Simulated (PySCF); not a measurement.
## Rh²⁺ (rhodium, charge +2): UHF calculation

Configuration: [Kr] 4d7, high-spin 4F determinant. All numbers are calculated (PySCF 2.14, scalar relativity through the core potential, in def2-SVP with the def2 core potential (28 electrons) (5s3p2d1f, 31 functions)).

- Total energy: -108.887377 hartree
- One-electron energy: -181.2590 hartree
- Hartree (Coulomb) energy: 82.5993 hartree
- Exchange energy: -10.2277 hartree
- ⟨S²⟩: 3.7533
- ⟨L²⟩: 12.038
- Sum of ⟨r⟩: 18.69 bohr
- Sum of ⟨r²⟩: 27.23 bohr²
- Time after the integrals: 0.09 s of wall time on 1 thread of Neoverse-V1 (shared host)

| shell | electrons | mean orbital energy (hartree) | spread (hartree) | rms radius, mean of both spins (bohr) |
| --- | --- | --- | --- | --- |
| 4s α | 1 | -4.65774 | 0 | 1.05 |
| 4s β | 1 | -4.44907 | 0 | 1.05 |
| 4p α | 3 | -3.28054 | 0 | 1.16 |
| 4p β | 3 | -3.01840 | 0 | 1.16 |
| 4d α | 5 | -1.24351 | 0.04116 | 1.56 |
| 4d β | 2 | -1.14729 | 0 | 1.56 |

Energies and moments cover only the electrons outside the core potential.
